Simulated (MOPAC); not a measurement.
MOPAC input (PM7):

```
PM7 1SCF GEO-OK AUX(PRECISION=9) THREADS=1
Au2

Au   -0.00000000 1   -0.00000000 1   -1.27682500 1
Au    0.00000000 1    0.00000000 1    1.27682500 1
```

From the output:

```
                                                       MOPAC v23.2.5 Linux

          FINAL HEAT OF FORMATION =         67.22942 KCAL/MOL =     281.28791 KJ/MOL

          COSMO AREA              =         77.26 SQUARE ANGSTROMS
          COSMO VOLUME            =         57.64 CUBIC ANGSTROMS

          IONIZATION POTENTIAL    =         11.227926 EV
          HOMO LUMO ENERGIES (EV) =        -11.228  1.974
          NO. OF FILLED LEVELS    =         11
          MOLECULAR WEIGHT        =        393.9330         POINT GROUP:  D*h

          MOLECULAR DIMENSIONS (Angstroms)

            Atom       Atom       Distance
           Au     2   Au     1     2.55365
           Au     2   Au     1     0.00000
           Au     1   Au     2     0.00000

          SCF CALCULATIONS        =          1

   ATOM   CHEMICAL          X               Y               Z
  NUMBER   SYMBOL      (ANGSTROMS)     (ANGSTROMS)     (ANGSTROMS)

     1      Au         -0.00000000  *  -0.00000000  *  -1.27682500  *
     2      Au          0.00000000  *   0.00000000  *   1.27682500  *

                             CARTESIAN COORDINATES

   1   Au       -0.000000000    -0.000000000    -1.276825000
   2   Au        0.000000000     0.000000000     1.276825000

           Empirical Formula: Au2  =     2 atoms

      MOLECULAR POINT GROUP   :   D*h

                  EIGENVALUES
 -14.98008 -11.63054 -11.63054 -11.53448 -11.53448 -11.51590 -11.51590 -11.46705
 -11.40365 -11.40365 -11.22793   1.97442  59.69366  64.94211  64.94211  72.48818
  72.48818  81.37539

              NET ATOMIC CHARGES AND DIPOLE CONTRIBUTIONS

  ATOM NO.   TYPE          CHARGE      No. of ELECS.   s-Pop       p-Pop       d-Pop
    1         Au          -0.000000       11.0000     1.00648     0.01107     9.98245
    2         Au           0.000000       11.0000     1.00648     0.01107     9.98245
 DIPOLE           X         Y         Z       TOTAL
 POINT-CHG.     0.000     0.000     0.000     0.000
 HYBRID         0.000     0.000    -0.000     0.000
 SUM            0.000     0.000     0.000     0.000

          ATOMIC ORBITAL ELECTRON POPULATIONS

     Atom    s        px        py        pz      x^2-y^2     xz        z^2       yz        xy
    1 Au   1.00648   0.00046   0.00046   0.01014   2.00000   1.99954   1.98337   1.99954   2.00000
    2 Au   1.00648   0.00046   0.00046   0.01014   2.00000   1.99954   1.98337   1.99954   2.00000

 **********************
 *                    *
 * JOB ENDED NORMALLY *
 *                    *
 **********************

 == MOPAC DONE ==
```

The geometry given is a B3LYP-D3(BJ)/def2-TZVP minimum.
